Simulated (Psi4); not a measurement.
Pair of molecules, SMILES O with SMILES P, pulled apart as rigid monomers along the line of their centres of mass from the B3LYP-D3(BJ)/def2-TZVP minimum (SMILES order as in the coordinates).
Starting geometry (charge 0, multiplicity 1):
```xyz
7

O      0.263    -0.078    -0.543
H      0.124     0.000     0.412
H      1.145     0.275    -0.698
P     -0.462     0.141     2.923
H      0.173    -0.576     3.966
H     -0.590     1.336     3.671
H     -1.760    -0.328     3.239
```

The numbers are results of SAPT0/jun-cc-pV(D+d)Z run with Psi4, not measurements.

```csv
H2···P4 (Å),electrostatics (kcal/mol),exchange (kcal/mol),induction (kcal/mol),dispersion (kcal/mol),total
2.32,-7.28,11.38,-3.10,-2.03,-1.03
2.58,-4.66,5.31,___,-1.22,-2.13
2.97,-2.66,1.66,-0.58,-0.60,-2.18
3.62,-1.28,0.23,-0.13,-0.20,-1.38
4.65,___,0.01,-0.02,-0.04,-0.58
```

Fill in the missing entries.


- 4.65, electrostatics (kcal/mol): -0.53
- 2.58, induction (kcal/mol): -1.55
